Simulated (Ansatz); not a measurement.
Computed with Ansatz on PBE0-D4/def2-TZVP structures; ΔE is electronic, products minus reactants. CCSD(T)/CBS is the MP2 limit (def2-TZVPP, def2-QZVPP) plus CCSD(T) − MP2 in def2-TZVPP, frozen cores. DFT in def2-TZVPP. B3LYP here is the variant with VWN-RPA as its local correlation; programs differ in this. For Ge outer-core shells are correlated without core-valence functions, which leaves a few kJ/mol of doubt a bond. Scalar relativity is left out up to krypton. One conformer a species, not always the lowest.

Reaction (redistribution): `O[Si](O)(Cl)[GeH2][Cl]` + `F[SiH2]O[SiH2]Cl` → `F[SiH2][O][GeH2][Cl]` + `O[Si](O)(Cl)[SiH2]Cl`

```json
{"species": "`O[Si](O)(Cl)[GeH2][Cl]`", "B3LYP energy (Eh)": "-3440.16510"}
{"species": "`F[SiH2]O[SiH2]Cl`", "B3LYP energy (Eh)": "-1217.04354"}
{"species": "`F[SiH2][O][GeH2][Cl]`", "B3LYP energy (Eh)": "-3004.53491"}
{"species": "`O[Si](O)(Cl)[SiH2]Cl`", "B3LYP energy (Eh)": "-1652.63984"}
```

(1) Work out ΔE.

Largest T1 diagnostic among the species: 0.011.

## Answers

(1) ΔE = (-3004.53491) + (-1652.63984) − (-3440.16510) − (-1217.04354) = 0.03389 Eh = +89.0 kJ/mol. CCSD(T)/CBS gives +89.3 kJ/mol.

From PBE to PBE0 (25 % exact exchange), in def2-TZVPP and without D4, ΔE moves by +3.8 kJ/mol.
